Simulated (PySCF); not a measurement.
## Ionisation energy of Pb+ by level of theory

Pb+ [Xe] 4f14 5d10 6s2 6p1 (2P) → Pb(2+) [Xe] 4f14 5d10 6s2 (1S), as a difference of total energies. Calculation: PySCF 2.14, in aug-cc-pwCVTZ-DK3; scalar relativity by spin-free X2C-1e. Correlated levels: valence: [Xe] 4f14 5d10 frozen; valence and next inner shell: [Kr] 4d10 4f14 frozen. The calculations carry no spin-orbit coupling.

| method | ionisation energy (eV) |
| --- | --- |
| UHF | 13.235 |
| LDA | 13.954 |
| PBE | 13.738 |
| r2SCAN | 13.839 |
| MP2 (valence) | 13.432 |
| SCS-MP2 (valence) | 13.420 |
| MP2 (valence and next inner shell) | 13.670 |

Question: Estimate what PBE0 gives.

Answer: 13.767 eV, closest to PBE among the rows shown.

Question: Estimate what SCS-MP2 (valence and next inner shell) gives.

Answer: 13.569 eV, closest to MP2 (valence and next inner shell) among the rows shown.

A first-order spin-orbit estimate (lowest level to lowest level, LS coupling) adds 0.985 eV.

Errors of the correlated levels include the incompleteness of this basis and the frozen core.

For comparison: 15.032 eV (measured; NIST Atomic Spectra Database, ionization energies).
